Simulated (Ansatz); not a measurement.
Geometry optimisation, Ansatz, RKS BLYP-D4/def2-SVP.

Input file:

```yaml
crystal:
  periodic: [false, false, false]
  atoms:
    - { symbol: Ge, position_ang: [-0.56807, 0.205575, -0.469157] }
    - { symbol: F, position_ang: [-0.493872, -1.148725, 2.073897] }
    - { symbol: F, position_ang: [0.836155, 0.705871, 0.435825] }
    - { symbol: F, position_ang: [-0.52106, 1.189646, -1.903694] }
    - { symbol: F, position_ang: [-0.352075, -1.437909, -0.986398] }
    - { symbol: S, position_ang: [-2.489774, 0.588121, 0.62431] }
    - { symbol: H, position_ang: [-2.523733, -0.716819, 1.026002] }
    - { symbol: H, position_ang: [-0.678571, -0.25856, 2.293215] }
basis:
  gaussian: { orbitals: def2-SVP }
hamiltonian:
  xc: blyp
  dispersion: d4
relax:
  f_tol: 0.03
  max_steps: 50
```

Launched with:

```bash
$ ansatz run input.yaml --threads 4 --pin off --max-ram 5120MiB --backend cpu --events-out ev --progress --plain --runs-dir out
```

Where does it end, and by what steps?

The forces met the threshold. After 13 steps the energy has fallen by 0.289 eV; H8 moved furthest, 0.68 Å.

```
step  energy less start (eV)  largest force component (eV/Å)  accepted
   0                  0.0000                           0.460       yes
   1                 -0.0227                           0.612       yes
   2                  0.0119                           2.201        no
   3                 -0.0484                           0.351       yes
   4                 -0.0752                           0.665       yes
   5                 -0.1282                           0.506       yes
   6                 -0.1639                           1.442       yes
   7                 -0.2579                           0.606       yes
   8                 -0.2729                           0.222       yes
   9                 -0.2853                           0.214       yes
  10                 -0.2868                           0.082       yes
  11                 -0.2885                           0.033       yes
  12                 -0.2889                           0.035       yes
  13                 -0.2890                           0.007       yes
```

```xyz
8
Properties=species:S:1:pos:R:3
Ge -0.721 0.166 -0.555
F -0.744 -1.062 2.324
F 0.468 0.532 0.721
F -0.380 1.286 -1.838
F -0.210 -1.393 -1.130
S -2.776 0.340 0.209
H -2.339 -0.301 1.346
H -0.089 -0.440 2.018
```

Run time: 15 s on 4 threads of Intel(R) Xeon(R) Platinum 8375C CPU @ 2.90GHz (Ice Lake) (shared host), peak memory 0.2 GiB.
